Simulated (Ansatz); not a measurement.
Relaxation of C₂H₁₁NSi₃ (17 atoms, charge 0, multiplicity 1), to a largest force component of 0.02 eV/Å in at most 50 steps.

Theory: Ansatz 0.2.0, RKS PBE0-D4/STO-3G.

```xyz
17
Properties=species:S:1:pos:R:3
Si -1.604 -2.045 -0.469
C -0.352 -1.379 0.691
C 0.164 0.014 0.355
Si 1.764 0.045 -0.851
N -0.398 1.008 0.922
Si 0.009 2.703 0.749
H -2.032 -3.375 -0.099
H -2.820 -1.116 -0.503
H -1.087 -2.036 -1.814
H 0.483 -2.091 0.759
H -0.783 -1.345 1.724
H 1.355 0.770 -2.077
H 0.375 0.704 -0.461
H 2.839 0.715 -0.210
H -0.092 3.009 -0.685
H -0.914 3.548 1.570
H 1.418 2.902 1.203
```

Question: Where does it end, and by what steps?

Answer: The run converged. Limits of this set-up: minimal basis. After 31 steps the energy has fallen by 6.747 eV; H14 moved furthest, 1.40 Å. Parted: Si4–H13. Joined: Si4–N5.

```csv
step,energy less start (eV),largest force component (eV/Å),accepted
0,0.0000,5.958,yes
2,-2.8304,2.693,yes
4,-3.4447,1.529,yes
6,-3.5977,0.539,yes
8,-3.6468,0.426,yes
10,-3.8146,0.760,yes
12,-4.2821,1.031,yes
14,-5.0166,1.415,yes
16,-5.9640,1.327,yes
18,-6.4633,0.931,yes
20,-6.6177,0.371,yes
22,-6.6782,0.278,yes
24,-6.7118,0.291,yes
26,-6.7390,0.151,yes
28,-6.7462,0.064,yes
30,-6.7473,0.030,yes
31,-6.7475,0.018,yes
```

```xyz
17
Properties=species:S:1:pos:R:3
Si -1.412 -2.320 -0.522
C -0.698 -1.048 0.658
C -0.173 0.204 -0.068
Si 1.525 0.382 -0.717
N 0.792 1.077 0.741
Si 0.369 2.799 0.865
H -1.901 -3.467 0.205
H -2.503 -1.745 -1.272
H -0.397 -2.755 -1.451
H 0.120 -1.495 1.236
H -1.466 -0.748 1.385
H 1.742 1.189 -1.895
H -0.980 0.735 -0.600
H 2.537 -0.620 -0.498
H -0.176 3.338 -0.367
H -0.621 2.969 1.902
H 1.564 3.536 1.201
```

Whether the end is a true minimum wasn't checked by a vibrational analysis.

Run time: 63 s on 1 thread of AMD EPYC 9R45 (Zen 5), with other jobs on the host, peak memory 0.17 GiB.
